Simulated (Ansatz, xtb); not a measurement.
System: CuF, charge -1, multiplicity 2. The spin state was set by rule; other spins were not relaxed. 
Structure (B3LYP-D3(BJ)/def2-TZVP (Ansatz, a first-principles code) minimum search):
```
Cu
F 1 1.8732
```
Charge -1, spin multiplicity 2.

Harmonic wavenumbers from GFN2-xTB (xtb, at its own minimum), cm⁻¹: 516.

Question: Give the harmonic wavenumbers at B3LYP-D3(BJ)/def2-TZVP (Ansatz, finite differences of forces, unscaled).

Answer: 441 cm⁻¹. Zero-point energy 0.6 kcal/mol.

Question: From these and the geometry, give the ideal-gas thermochemistry at 298.15 K and 1 atm (rigid rotor, harmonic oscillator).

Answer: Point group C∞v, rotational symmetry number 1. Rotational constants 9.848, 9.848 GHz. S(trans) 39.15, S(rot) 14.80, S(vib) 0.82, S(elec, spin only) 1.38, S 56.1 cal/(mol K). H(298) - H(0) 2.24 kcal/mol; G - E(el) -13.9 kcal/mol.
